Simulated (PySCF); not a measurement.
CaO, SMILES [O]=[Ca]. Atoms are numbered in the order given.

```xyz
2

Ca     0.0000     0.0000    -0.5223
O      0.0000     0.0000     1.3057
```

Geometry: PBE-D3(BJ)/def2-TZVPD.

The numbers are results of PySCF with PBE-D3(BJ)/def2-TZVPD, not measurements.

Frequencies are harmonic and unscaled.

```json
[
 {"mode": "1", "ν (cm⁻¹)": "746", "IR (km/mol)": "77.3", "moving atoms (share of kinetic energy)": "O 71 %, Ca 29 %"}
]
```
